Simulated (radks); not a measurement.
The nitrogen anion N2-, [He] 2s2 2p5, held by a Watson sphere: a shell of charge +2.96 at radius R that stands for the Madelung well of a crystal (potential energy -2.96/R inside, -2.96/r outside, in hartree with lengths in bohr). Method: non-relativistic Kohn-Sham, PBE, spin-unpolarised, spherical densities, point nucleus; computed with a radial shooting solver on a logarithmic mesh with Libxc functionals. Response by self-consistent Sternheimer equations with the Hartree and adiabatic LDA kernel. The sphere does not respond.

R (bohr)	e(1s) (eV)	e(2s) (eV)	e(2p) (eV)	<r> 2p (bohr)	sum of <r^2> (bohr^2)	X-ray form factor at sin(theta)/lambda = 0.1 1/angstrom	alpha (bohr^3)
2.19	-387.99	-27.207	-16.043	1.639	22.09	7.588	12.72
2.45	-387.36	-25.484	-14.565	1.716	24.12	7.485	16.36
2.68	-386.78	-24.169	-13.406	1.780	25.90	7.401	20.33
2.85	-386.36	-23.308	-12.631	1.826	27.21	7.342	23.79
2.86	-386.34	-23.260	-12.587	1.829	27.29	7.339	24.01
3.36	-385.16	-21.197	-10.667	1.957	31.19	7.182	37.54
3.39	-385.10	-21.092	-10.566	1.964	31.43	7.173	38.53
3.41	-385.05	-21.022	-10.500	1.969	31.59	7.167	39.21
3.66	-384.54	-20.222	-9.725	2.030	33.60	7.097	48.57
